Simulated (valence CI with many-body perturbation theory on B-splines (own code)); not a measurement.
**Ag VII: calculated level list**

Method: relativistic CI+MBPT: five valence electrons over a frozen Dirac-Fock core [Kr], radial functions for each j: 7 s, 7 p, 8 d, 6 f, 4 g, 1 h, with the one-electron correlation potential Σ1 (screened to all orders), the two-electron term Σ2, the three-electron term Σ3, Breit, model QED; selected single and double excitations, second order for the rest, scaled by the run's own slope (own B-spline code, finite nucleus).

Set against measurement, 33 paired levels are off by 362 cm⁻¹ on average, the worst by 1022. These come from a selection out of Gamrath, thesis, University of Mons (2023). Levels without a partner in it may be off by more, other configurations by 1,000 to 8,000 cm⁻¹. Among the levels kept, up to 1600 cm⁻¹ of a level comes from second order outside the variational space, and about a tenth of that is noise between levels of different J, which matters for small intervals. Only levels of the ground parity were solved; by the run's estimate the other parity begins above the list, which can be wrong where configurations are misplaced.

Levels 46 to 56 of 56, with energies above the lowest level, 4d5 6S_5/2. "Leading %" is the weight of the configuration and term that name the level; weights of strongly mixed levels are sums over their largest components and can fall short. Lifetimes count E1, E2, E3, M1 and M2 decay at the calculated energies, and are blank where another channel may lead or the interval is too uncertain; long ones can be off by a factor of two.

```tsv
No.	Configuration	Term	J	E (eV)	Leading %	Second component	Lifetime	g
46	4d4 5s	4D	7/2	32.231	89	5 % 4d4 5s 2F	6.12 μs	1.402
47	4d4 5s	4H	7/2	32.795	79	10 % 4d4 5s 4G	13.6 μs	0.739
48	4d4 5s	4P	1/2	32.816	82	6 % 4d4 5s 2S	12.6 μs	2.518
49	4d4 5s	4H	9/2	32.878	70	16 % 4d4 5s 4G	13.4 μs	1.032
50	4d4 5s	4H	11/2	33.102	84	12 % 4d4 5s 4G	13.7 μs	1.148
51	4d4 5s	4G	5/2	33.288	54	41 % 4d4 5s 4F	13.0 μs	0.785
52	4d4 5s	4H	13/2	33.296	93	6 % 4d4 5s 2I	13.3 μs	1.222
53	4d4 5s	4P	3/2	33.360	88		12.6 μs	1.692
54	4d4 5s	4F	7/2	33.391	44	38 % 4d4 5s 4G	12.5 μs	1.074
55	4d4 5s	4F	3/2	33.434	92		12.6 μs	0.432
56	4d4 5s	4F	9/2	33.501	51	22 % 4d4 5s 4H	11.9 μs	1.203
```

Names give the largest LS component (configuration and term), which can be under half, so a name can repeat, a term be missing and a line seem to break the LS rules; names also repeat where a configuration has a term twice.
